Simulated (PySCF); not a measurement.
C5H7OS2 (doublet state).
Geometry (GFN2-xTB, Å), atoms numbered from 1 in this order:
```
atom  x, y, z in Å
C1     2.4489    0.7444    0.1095
S2     1.2198   -0.2877   -0.7902
O3     1.6136   -1.6757   -0.5568
C4    -0.1738   -0.0118    0.4275
C5    -1.3740   -0.8807    0.0331
C6    -2.6112   -0.0165    0.1719
C7    -2.3698    1.2780    0.2067
S8    -0.7229    1.7442    0.3093
H9     2.6167    0.3231    1.0946
H10    3.3726    0.7199   -0.4596
H11    2.0726    1.7590    0.1708
H12    0.2043   -0.2283    1.4270
H13   -1.4619   -1.7473    0.6901
H14   -1.2517   -1.2483   -0.9917
H15   -3.5878   -0.4644    0.1935
```

The hyperfine couplings belong to this conformer and change with its torsions.

Identity: `[C]1=CC[C@H](S1)[S@](=O)C` [radical].

Method: PySCF 2.14.0, UKS B3LYP, pcH-1 on C H O S, non-relativistic, mean-field spin-orbit, GIAO. Geometry: GFN2-xTB, one conformer, isolated molecule. The geometry wasn't refined by DFT: couplings that depend on bond lengths, twists or pyramidal angles can differ widely from those at the functional's own minimum.

Count the α and β electrons and give S(S+1).

77 electrons with 2S = 1: 39 α and 38 β; S(S+1) = 0.75.

Mulliken spin populations, one withheld:

| atom | bound to | population |
| --- | --- | --- |
| C1 | S2, H9, H10, H11 | -0.0005 |
| S2 | C1, O3, C4 | +0.0039 |
| O3 | S2 | +0.0242 |
| C4 | S2, C5, S8, H12 | +0.0532 |
| C5 | C4, C6, H13, H14 | +0.0624 |
| C6 | C5, C7, H15 | -0.0918 |
| C7 | C6, S8 | ? |
| S8 | C7, C4 | +0.0252 |
| H9 | C1 | +0.0003 |
| H10 | C1 | -0.0003 |
| H11 | C1 | +0.0002 |
| H12 | C4 | -0.0028 |
| H13 | C5 | +0.0035 |
| H14 | C5 | -0.0069 |
| H15 | C6 | +0.0174 |

Fill in the missing population.

The populations add up to Nα − Nβ = 1, and the others sum to 0.0880, so C7 holds +0.912.

How is the spin shared among the elements?

Carbon +0.94, sulfur +0.03, oxygen +0.02, hydrogen +0.01. The positive populations sum to 1.10, the negative ones to -0.10.

With ⟨S²⟩ = 0.7583, find the sum of squared α–β overlaps and estimate the admixture of higher spin.

Σ|⟨iα|jβ⟩|² over occupied orbitals = Nβ − [⟨S²⟩ − S(S+1)] = 38 − 0.0083 = 37.9917. If the quartet state (S + 1) were the only admixture, its weight would be 0.0083/(2S + 2) = 0.28 %.

What Fermi-contact NMR shifts do the couplings of C1, C4, C5, C6, H9/H10/H11, H12, H13 imply at 250 K (Curie law, g = gₑ)?

δ = a_FC·h·gₑ μB S(S+1)/(3 g_N μN kT), with k/h = 20836.6 MHz/K:

| nuclei | isotope | a_FC (MHz) | g_N | contact shift (ppm) |
| --- | --- | --- | --- | --- |
| C1 | 13C | -0.55 | 1.4048 | -69 |
| C4 | 13C | 12.84 | 1.4048 | +1613 |
| C5 | 13C | 52.29 | 1.4048 | +6568 |
| C6 | 13C | 24.14 | 1.4048 | +3032 |
| H9/H10/H11 | 1H | 0.40 | 5.5857 | +13 |
| H12 | 1H | -3.85 | 5.5857 | -122 |
| H13 | 1H | 5.77 | 5.5857 | +182 |

The sign follows the spin density at the nucleus: positive density means a positive shift. Entries for several nuclei are means.

Means are taken over nuclei equivalent by connectivity, which assumes that they swap fast.
